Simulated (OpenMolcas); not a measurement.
B²⁺: CASPT2 settings compared

```json
{
  "Program": "OpenMolcas 26.06",
  "Basis": "ANO-L-VDZP [3s2p1d]",
  "Scalar Hamiltonian": "non-relativistic, point nucleus",
  "Active space": "1 electron in 4 orbitals (2s 2p)",
  "State averaging": "2S+1 = 2 even, 1 root; 2S+1 = 2 odd, 3 roots",
  "Spin-orbit coupling": "RASSI with atomic mean-field integrals over the reference wave functions, term energies averaged over their components"
}
```

Methods on the same reference wave functions:
A. CASSCF
B. SS-CASPT2, IPEA 0.35 Eh, real shift 0.5 Eh (closed shells correlated: 1s)
C. XMS-CASPT2, IPEA 0.1 Eh, imaginary shift 0.4 Eh (closed shells correlated: 1s)
D. XMS-CASPT2, IPEA 0.2 Eh, sigma2 regulariser 0.05 Eh (closed shells correlated: 1s)

Energies in cm⁻¹ above 2s ²S_1/2, the measured ground level; measured values from Moore, Atomic Energy Levels, vol. I, NSRDS-NBS 35 (1971 reprint of NBS Circular 467, 1949).

| Level | A | B | C | D | Measured |
| --- | --- | --- | --- | --- | --- |
| 2s ²S_1/2 | 0.0 | 0.0 | 0.0 | 0.0 | 0.0 |
| 2p ²P°_1/2 | 55217 | 55169 | 55168 | 55169 | 48358 |
| 2p ²P°_3/2 | 55236 | 55188 | 55187 | 55187 | 48393 |

Deviations, from unrounded energies. A percentage is the sum of absolute deviations over the sum of measured energies, with the sign that they share, or ± where signs differ.

| Against measurement | Levels | A | B | C | D |
| --- | --- | --- | --- | --- | --- |
| mean absolute deviation (cm-1) | 2 | 6900 | 6800 | 6800 | 6800 |
| other configurations (%) | 2 | +14.2 | +14.1 | +14.1 | +14.1 |

A, B, C, D lie about equally close to measurement. The largest miss of C in the table is 2p ²P°_1/2, by +6800 cm-1. The ranking rests on the paired levels alone, and a cruder setting can come out closer through cancelling errors.

Among B to D no level of the table moves by more than 5 cm-1.

The lowest spin-free term lies below A's lowest term by 0.000 hartree in B, 0.000 hartree in C, 0.000 hartree in D.

With one active electron the reference holds no correlation, so core polarisation is missing (holds for A). With one active electron, CASPT2 adds the correlation within the correlated inactive shells and between them and that electron, and leaves the splitting within a term as the reference gives it (holds for B; C; D). Measured partners are found by configuration, term and J. A level has none where our copy of the source lacks it or the pairing is in doubt (some pairs that miss far off the trend of their configuration count as doubtful), and it then counts in no deviation. Levels of configurations outside the active space are missing.

° marks odd parity.
